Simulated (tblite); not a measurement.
Species: C₅H₁₁O₂P.
SMILES with atom numbers: `[CH3:1][P@:2](=[O:3])([OH:4])[CH:5]1[CH2:6][CH2:7][CH2:8]1` (hydrogens: H9, H10, H11 on C1; H12 on O4; H13 on C5; H14, H15 on C6; H16, H17 on C7; H18, H19 on C8)

Cartesian coordinates in Å at the GFN2-xTB level; atoms count from 1:
```xyz
19
C5H11O2P angstrom
C     -2.430    0.288    0.803
P     -1.248   -0.105   -0.539
O     -1.746    0.108   -1.904
O     -0.914   -1.666   -0.286
C      0.310    0.770   -0.123
C      1.438    0.388   -1.091
C      2.105   -0.419    0.032
C      1.095    0.150    1.039
H     -2.623    1.357    0.798
H     -2.039   -0.015    1.768
H     -3.358   -0.241    0.596
H     -1.056   -2.121   -1.118
H      0.087    1.835   -0.046
H      1.113   -0.183   -1.962
H      2.026    1.238   -1.432
H      3.147   -0.174    0.226
H      2.013   -1.495   -0.100
H      1.521    0.889    1.715
H      0.550   -0.594    1.617
```

Calculated harmonic vibrations of the isolated species, GFN2-xTB (tblite), most abundant isotopes, no scaling. Against measured fundamentals such values can be off by several per cent, at times by over 20. One conformer, not necessarily the lowest.

Harmonic wavenumbers (cm⁻¹): 59.9, 79.5, 132.7, 148.7, 177.0, 210.0, 250.0, 279.4, 340.7, 382.6, 417.7, 633.2, 730.8, 747.6, 785.7, 811.5, 826.6, 841.5, 852.3, 900.8, 992.2, 1008.9, 1024.8, 1042.0, 1074.3, 1098.4, 1174.9, 1180.4, 1209.5, 1228.9, 1245.3, 1262.1, 1263.5, 1267.2, 1314.4, 1425.1, 1435.8, 1464.1, 1469.9, 1488.7, 2955.2, 2983.5, 2996.7, 3007.0, 3010.1, 3016.3, 3018.6, 3023.3, 3033.9, 3049.6, 3582.5.

A = 2906, B = 1342, C = 1232 MHz; mass 134.050 u (most abundant isotopes); point group C1, symmetry number 1.

Question: What is the zero-point energy?

Answer: ½Σν̃ = 33978 cm⁻¹ = 97.15 kcal/mol.

Question: What is S at 400 K and 1 bar for an ideal gas of classical rigid rotors and harmonic oscillators?

Answer: Translation 42.08, rotation 29.47, vibration 37.81: S = 109.4 cal/(mol K).

Question: And Cp and H(400 K) − H(0)?

Answer: Cp = 47.80 cal/(mol K), of which vibrations give 39.85 (their classical limit is 51 R = 101.3); H(400 K) − H(0) = 11.17 kcal/mol without the zero-point energy, 7.99 from vibrations.

Question: Which modes carry the vibrational entropy at 400 K?

Answer: 59.9 cm⁻¹: 5.04; 79.5 cm⁻¹: 4.48; 132.7 cm⁻¹: 3.48; 148.7 cm⁻¹: 3.25; 177.0 cm⁻¹: 2.92; 210.0 cm⁻¹: 2.59 cal/(mol K); the other 45 give 16.05 together.

Question: Blend soft modes into free rotors: weight 1/[1 + (100 cm⁻¹/ν̃)⁴] for the oscillator and the rest for a rotor with moment μB/(μ + B), μ = h/(8π²ν), B = 10⁻⁴⁴ kg m². What vibrational entropy results?

Answer: 35.52 cal/(mol K) in place of 37.81, which changes −T·S at 400 K by +0.91 kcal/mol.

Hindered rotation and anharmonicity are outside this model. Other conformers, if any are populated, would add a mixing term that is left out. The structure is chiral; the term R ln 2 for an equal mix with its mirror image is left out.
